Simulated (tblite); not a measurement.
**Question.** Write Cartesian coordinates for `o1ccc2c1cc(cc2)C#C` as optimised with GFN2-xTB.

**Answer.** 
```
atom  x, y, z in Å
C1     3.9784    0.8741   -0.0838
C2     2.8169    0.5712   -0.0991
C3     1.4479    0.2125   -0.1181
C4     1.0305   -0.8659   -0.9199
C5    -0.2877   -1.2516   -0.9723
C6    -1.2160   -0.5466   -0.2067
C7    -2.6257   -0.6291    0.0088
C8    -2.9250    0.3593    0.8835
O9    -1.8362    1.0738    1.2526
C10   -0.7844    0.5323    0.5942
C11    0.5394    0.9287    0.6534
H12    4.9929    1.1400   -0.0696
H13    1.7742   -1.3917   -1.5006
H14   -0.6021   -2.0799   -1.5893
H15   -3.3060   -1.3289   -0.4314
H16   -3.8589    0.6584    1.3191
H17    0.8548    1.7556    1.2694
```

Any rigid rotation of these coordinates is as good. Atoms count from 1 in this order. The C–C distances run from 1.200 Å (C1≡C2, drawn triple) to 1.428 Å (C6–C7, aromatic), a spread of 0.228 Å. The 5-membered ring C6–C7–C8–O9–C10 has internal angles of 105.1° to 112.6° (sum 540°, against 540° for a flat polygon); it is planar, 0.00 Å rms from its mean plane, widest ring torsion 0°. The 6-membered ring C3–C4–C5–C6–C10–C11 has internal angles of 117.0° to 122.4°; it is planar, 0.00 Å rms from its mean plane, widest ring torsion 0°. The 11 heavy atoms lie in one plane (0.001 Å rms).

Bonds between heavy atoms (Å): C1≡C2 1.200, C2–C3 1.415, C3–C4 1.407, C4–C5 1.374, C5–C6 1.395, C6–C7 1.428, C7–C8 1.353, C8–O9 1.354, O9–C10 1.354, C10–C11 1.383, C3–C11 1.390, C6–C10 1.411.

The geometry is computed with GFN2-xTB (gas phase).

Point group: Cs (tolerance 0.08 Å). Its GFN2-xTB frequencies are all real (lowest 92 cm⁻¹).
